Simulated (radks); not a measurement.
Numerical settings for the samarium ion Sm2+, [Xe] 4f6. Calculated with a radial shooting solver on a logarithmic mesh with Libxc functionals: non-relativistic Kohn-Sham, PBEsol, spin-polarised, spherical densities, point nucleus; open shells are filled with parallel spins first (spin-orbit coupling, left out, can overturn this in heavy ions); relativity is left out, which matters for an element this heavy. The defaults (mesh step 0.008 in ln r, mesh end at 40 bohr or more with all orbitals vanishing there, Anderson mixing 0.5 over 9 steps, residual threshold near 1e-9 with the energy settled to 1e-9 hartree or 1e-11 of itself, here a cap of 82 iterations) give E = -10033.9146 hartree and 4f at -20.107 eV in 16 iterations. Run on one thread of a shared host, so times are rough (Arm Neoverse N1): 0.3 s of CPU time, 0.3 s wall, 16 iterations on 2541 mesh points. Changes against that run (0 stands for a change within the tolerance of the run):

setting                     iterations  converged  E (mhartree)  e(4f) (meV)  CPU (s)
mesh step in ln r 0.02              16        yes             0            0     0.14
mesh step in ln r 0.12               4         no      diverged            -     0.02
mesh step in ln r 0.05              16        yes       -0.0608      -0.0582     0.08
mesh end (bohr) 5                   16        yes          +4.8         +164     0.28
mesh end (bohr) 8                   16        yes       +0.0027         +0.3     0.29
residual threshold 1e-16            82         no             0            0     0.84
residual threshold 1e-05            12        yes             0     +0.00797     0.25
mixing 0.05                         21        yes             0            0     0.38
linear mixing, mixing 0.5           30        yes             0            0     0.44
linear mixing, mixing 0.05          82         no       +0.0172         -128      1.2
mixing history 20                   20        yes             0            0     0.36
iteration cap 3                      3         no         +26.9         -870     0.08

Settings that end as converged yet miss the energy by more than 1 mhartree: mesh end (bohr) 5 (+0.0048 hartree). A mesh that ends early acts as a hard wall.
